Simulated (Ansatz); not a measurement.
CH₆Si, charge -1, doublet, at the geometry of the source list (a state made from the parent by changing its charge; the spin is typed, not shown lowest) (a gas-phase anion, which may not be bound at this level). Base run: SVWN5/6-311G** in Ansatz (a quantum-chemistry and plane-wave program).

Geometry (Å):
```xyz
8

Si    -0.9060     0.1035    -0.0203
C      0.9763    -0.1115     0.0219
H     -1.4795    -0.7985    -1.0215
H     -1.2329     1.4880    -0.3684
H     -1.4645    -0.2123     1.2962
H      1.2520    -1.1310     0.2780
H      1.4328     0.5459     0.7570
H      1.4218     0.1159    -0.9428
```
Charge -1, spin multiplicity 2.
Orbitals are unrestricted.
All else is at Ansatz's defaults.

Variants of this job, named by their change:

```tsv
change	basis functions	E (Eh)
base	81	-329.56493
basis = pc-1	62	?
basis = cc-pVDZ	62	-329.50505
basis = def2-SVP	62	?
basis = cc-pV(D+d)Z	67	-329.51352
basis = 6-311++G**	95	-329.61867
basis = def2-TZVP	104	-329.57642
basis = aug-cc-pVDZ	104	-329.59198
basis = aug-pcseg-1	104	?
basis = def2-TZVPD	134	-329.60345
basis = pcseg-2	148	-329.60165
basis = cc-pV(T+d)Z	?	?
basis = def2-QZVPP	307	-329.61204
```

**Question.** Complete the blanks.

**Answer.** 
- basis = pc-1, E (Eh): -329.52689
- basis = def2-SVP, E (Eh): -329.39349
- basis = aug-pcseg-1, E (Eh): -329.58688
- basis = cc-pV(T+d)Z, basis functions: 153
- basis = cc-pV(T+d)Z, E (Eh): -329.57616

Totals compare only among sets that treat the same electrons; sets with core potentials leave the core out.

A gas-phase anion may not be bound at this level; its values then depend on the basis.
